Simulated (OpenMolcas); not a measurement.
**As2+: effect of the basis set**

```json
{"Program": "OpenMolcas", "Method": "RASSCF", "Active space": "1 electron in 9 orbitals (RAS2 4p; RAS3 4d 5s, at most 1 electron)", "State averaging": "2S+1 = 2 odd, 3 roots; 2S+1 = 2 even, 6 roots", "Spin-orbit coupling": "RASSI with atomic mean-field integrals over the reference wave functions, term energies averaged over their components"}
```

A. ANO-RCC-VQZP [7s6p4d2f1g], DKH2, point nucleus; cost roughly 6 core-seconds
B. ANO-R3 [7s6p5d3f2g], X2C, finite nucleus; cost of the order of 13 core-seconds
C. ANO-RCC [9s8p6d4f2g], DKH2, point nucleus; cost roughly 26 core-seconds

Energies in eV above 4s² 4p ²P°_1/2, the measured ground level; measured values from Moore, Atomic Energy Levels, vol. II, NSRDS-NBS 35 (1971 reprint of NBS Circular 467, 1952).

```
         Level        A        B        C  Measured
4s² 4p ²P°_1/2   0.0000   0.0000   0.0000    0.0000
4s² 4p ²P°_3/2   0.3215   0.3270   0.3275    0.3645
 4s² 5s ²S_1/2  12.9881  13.2125  12.9865   13.2284
 4s² 4d ²D_3/2  13.7636  15.0358  13.7437   14.5869
 4s² 4d ²D_5/2  13.7821  15.0627  13.7614
```

Deviations, from unrounded energies. A percentage is the sum of absolute deviations over the sum of measured energies, with the sign that they share, or ± where signs differ.

| Against measurement | Levels | A | B | C |
| --- | --- | --- | --- | --- |
| mean absolute deviation (cm-1) | 3 | 3000 | 1400 | 3000 |
| fine structure of the ground term (%) | 1 | -11.8 | -10.3 | -10.1 |
| other configurations (%) | 2 | -3.8 | ±1.7 | -3.9 |

B lies closest to measurement on these levels and C furthest from it. The largest miss of B in the table is 4s² 4d ²D_3/2, by +3600 cm-1. The ranking rests on the paired levels alone, and a cruder setting can come out closer through cancelling errors.

Among A to C the level of the table that moves most is 4s² 4d ²D_5/2, by 10000 cm-1 (lowest in C, highest in B).

ANO sets are built for valence states and can reach diffuse excited orbitals poorly, and with the s shell closed the s pⁿ⁺¹ terms that mix with these levels are absent. With one active electron the reference holds no correlation, so core polarisation is missing. Measured partners are found by configuration, term and J. A level has none where our copy of the source lacks it or the pairing is in doubt (some pairs that miss far off the trend of their configuration count as doubtful), and it then counts in no deviation. Levels of configurations outside the active space are missing.

° marks odd parity.
